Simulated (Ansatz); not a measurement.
Reaction (formal exchange of groups at a Ge–F bond): `[CH3][Ge]([F])([SiH3])[Cl]` + `COC(C)Cl` → `[CH3][GeH]([SiH3])[Cl]` + `COC(C)(F)Cl`

Program: Ansatz. Geometries: PBE0-D4/def2-TZVP. ΔE: electronic, gas phase. CBS: MP2 limit from def2 TZ/QZ plus the TZ coupled-cluster correction, frozen cores. DFT in def2-TZVPP. For Ge outer-core shells are correlated without core-valence functions, which leaves a few kJ/mol of doubt a bond. Scalar relativity is left out up to krypton. Each species was taken in one conformer, which may not be the lowest.

```csv
level,ΔE (eV)
r2SCAN0-D4,1.33
BHLYP-D4,1.39
```

**Question.** What does CCSD(T)/CBS give? (Estimate.)

**Answer.** The calculation gave: +1.39 eV. The listed levels differ from it by -0.06, 0.00 eV.

Largest T1 diagnostic among the species: 0.011.

Leaving LDA and LC-ωPBE aside and taking each functional with its dispersion term where it has one, the values, not all of them listed here, spread over 0.12 eV, from PBE0-D4 to BLYP-D4. LDA lies −0.17 eV from PBE without D4. From BLYP to BHLYP (50 % exact exchange), in def2-TZVPP and without D4, ΔE moves by −0.05 eV. At CCSD(T), def2-SVP lies −0.17 eV from the extrapolated value and def2-TZVPP −0.03 eV.
